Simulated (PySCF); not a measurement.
Molfile (atoms numbered from 1):
```
C7H7N
     RDKit          3D

 15 15  0  0  0  0  0  0  0  0999 V2000
   -2.4257    1.0493   -0.0646 C   0  0  0  0  0  0  0  0  0  0  0  0
   -1.6789   -0.0234   -0.3074 C   0  0  0  0  0  0  0  0  0  0  0  0
   -0.2377   -0.1469   -0.0880 C   0  0  0  0  0  0  0  0  0  0  0  0
    0.5407    0.8371    0.5214 C   0  0  0  0  0  0  0  0  0  0  0  0
    1.8976    0.6250    0.6782 C   0  0  0  0  0  0  0  0  0  0  0  0
    2.5316   -0.4760    0.2805 N   0  0  0  0  0  0  0  0  0  0  0  0
    1.7917   -1.4141   -0.2971 C   0  0  0  0  0  0  0  0  0  0  0  0
    0.4254   -1.3005   -0.4994 C   0  0  0  0  0  0  0  0  0  0  0  0
   -3.4899    1.0397   -0.2643 H   0  0  0  0  0  0  0  0  0  0  0  0
   -2.0128    1.9693    0.3332 H   0  0  0  0  0  0  0  0  0  0  0  0
   -2.1566   -0.9097   -0.7174 H   0  0  0  0  0  0  0  0  0  0  0  0
    0.0995    1.7590    0.8798 H   0  0  0  0  0  0  0  0  0  0  0  0
    2.5130    1.3841    1.1534 H   0  0  0  0  0  0  0  0  0  0  0  0
    2.3162   -2.3103   -0.6175 H   0  0  0  0  0  0  0  0  0  0  0  0
   -0.1224   -2.1054   -0.9770 H   0  0  0  0  0  0  0  0  0  0  0  0
  1  2  2  0
  2  3  1  0
  3  4  2  0
  4  5  1  0
  5  6  2  0
  6  7  1  0
  7  8  2  0
  8  3  1  0
  1  9  1  0
  1 10  1  0
  2 11  1  0
  4 12  1  0
  5 13  1  0
  7 14  1  0
  8 15  1  0
M  END
```

Geometry: PBE0-D3(BJ)/def2-TZVP; GIAO shifts from PySCF 2.14.0 with density-fitted response routines, gas phase, non-relativistic, averaged over equivalent atoms.

At KT3/pcSseg-2 (386 basis functions, 2.4 min wall time (4.8 min CPU) on 2 threads of an Intel Xeon, shared host):
```tsv
atoms	δ (ppm)
C5/C7	149.3
C3	140.3
C2	137.9
C4/C8	117.6
C1	114.5
N6	336.5
H13/H14	8.67
H12/H15	7.16
H11	6.73
H10	6.35
H9	5.46
```

Shifts are taken against calculated references (same method and geometry level): TMS for 13C (183.24 ppm) and 1H (31.63 ppm); 15N (261.05 ppm) vs NH3.

Problem. Predict the values at B97-2/pcSseg-2 on the same geometry.

Solution. 
| atoms | δ at B97-2/pcSseg-2 | change |
| --- | --- | --- |
| C5/C7 | 158.8 | +9.5 |
| C3 | 150.1 | +9.8 |
| C2 | 145.6 | +7.7 |
| C4/C8 | 125.8 | +8.2 |
| C1 | 123.7 | +9.2 |
| N6 | 355.4 | +18.9 |
| H13/H14 | 8.89 | +0.22 |
| H12/H15 | 7.43 | +0.27 |
| H11 | 6.95 | +0.22 |
| H10 | 6.53 | +0.18 |
| H9 | 5.71 | +0.25 |

References, each an isolated molecule treated in the same way: 13C (σref 185.38) and 1H (σref 31.64) against TMS; 15N (σref 261.75) vs NH3.

The largest change is at N6 (pyridine-type ring nitrogen). Cost: 386 basis functions, 100 s wall time (3.6 min CPU) on 2 threads of an Intel Xeon, shared host. The order of the carbon signals is the same at both levels.

The carbons averaged at δ 117.6 differ by 8 ppm in this conformer. Experimental scales use liquid or dissolved standards, which lie at an offset from isolated NH3 (liquid NH3: subtract about 20 ppm). Unscaled 15N shifts of sp2 nitrogen come out 20 to 40 ppm too high even then.
